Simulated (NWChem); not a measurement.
# Si2H3 cation, singlet

```xyz
5

Si     0.0000     0.0000     1.3326
Si     0.0000     0.0000    -1.0754
H      1.2090    -0.7927    -1.4497
H      0.0820     1.4434    -1.4497
H     -1.2910    -0.6507    -1.4497
```
Atoms are numbered in this order, from 1.

Low-valent species are run as closed-shell singlets; no triplet was tried in these runs. Structure relaxed at the PBE0/def2-SVP level.

Task: List the 6 lowest vertical singlet excitations from CAM-B3LYP/def2-SVPD, full TDDFT (NWChem).

Result: 
```csv
state,energy (eV),oscillator strength,leading excitation (squared amplitude)
S1,1.69,0.002,HOMO → LUMO (0.90)
S2,1.69,0.002,HOMO → LUMO+1 (0.90)
S3,4.96,0.000,HOMO−1 → LUMO+1 (0.35)
S4,5.08,0.005,HOMO−2 → LUMO+1 (0.37)
S5,5.08,0.005,HOMO−2 → LUMO (0.37)
S6,5.45,0.055,HOMO−2 → LUMO+1 (0.34)
```
